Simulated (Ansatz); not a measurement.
Geometry optimisation, Ansatz 0.2.0, RHF/def2-SVP.

input.yaml

```yaml
crystal:
  periodic: [false, false, false]
  atoms:
    - { symbol: Sn, position_ang: [0.078072, -0.026867, 0.223425] }
    - { symbol: H, position_ang: [0.54715, -0.038276, 1.856996] }
    - { symbol: O, position_ang: [2.018552, -0.030194, 0.111582] }
    - { symbol: H, position_ang: [2.427947, -0.829775, 0.411137] }
    - { symbol: Cl, position_ang: [-0.829097, 1.857146, -0.763637] }
    - { symbol: Cl, position_ang: [-0.972824, -1.884135, -0.699303] }
basis:
  gaussian: { orbitals: def2-SVP }
hamiltonian:
  xc: hf
relax:
  f_tol: 0.03
  max_steps: 50
```

Run as:

```bash
$ ansatz run input.yaml --threads 1 --pin off --max-ram 2048MiB --backend cpu --events-out ev --progress --plain --runs-dir out
```

Where does it end, and by what steps?

The forces met the threshold. The force dipped under the threshold on the way, but the program's further checks kept it going. After 17 steps the energy has fallen by 0.953 eV; H4 moved furthest, 0.99 Å.

```csv
step,energy less start (eV),largest force component (eV/Å),accepted
0,0.0000,1.726,yes
1,-0.5344,0.953,yes
2,-0.7646,0.808,yes
3,-0.8400,0.589,yes
4,-0.8611,0.361,yes
5,-0.8707,0.306,yes
6,-0.8758,0.419,yes
7,-0.8994,0.556,yes
8,-0.8485,2.031,no
9,-0.9152,0.197,yes
10,-0.9271,0.237,yes
11,-0.9398,0.175,yes
12,-0.9511,0.041,yes
13,-0.9512,0.063,yes
14,-0.8047,3.374,no
15,-0.9525,0.007,yes
16,-0.9513,0.361,no
17,-0.9527,0.007,yes
```

```xyz
6
Properties=species:S:1:pos:R:3
Sn 0.185 -0.087 0.487
H -0.254 0.106 2.099
O 2.106 -0.307 0.349
H 2.498 -0.458 -0.498
Cl -0.434 1.747 -0.816
Cl -0.832 -1.952 -0.481
```

Time of the run: 34 s on 1 thread of Arm Neoverse V2, on a shared host, peak memory 0.18 GiB.
